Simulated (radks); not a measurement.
The numbers below are computed, except where a source is named.
Valence configurations of the boron ion B+ (all share [He]). Code: a radial shooting solver on a logarithmic mesh with Libxc functionals. Model: scalar-relativistic Kohn-Sham, r2SCAN, spin-unpolarised, spherical densities, finite nucleus; meta-GGA in the generalised Kohn-Sham scheme; Fermi nuclear charge, rms radius 2.406 fm. Energies are relative to 2s2; eigenvalues in eV.

valence	E (eV)	e(2p)	e(2s)
2s2	0.000	-	-19.732
2p2	13.547	-13.288	-
2s1.5 2p0.5	3.409	-13.000	-19.845
2s0.5 2p1.5	10.223	-13.236	-19.963
2s1 2p1	6.831	-13.122	-19.951

NIST lists [He] 2s2 as the ground configuration; this level of theory agrees among the configurations tried. The energies are those of spherical spin-averaged densities, not of single terms.
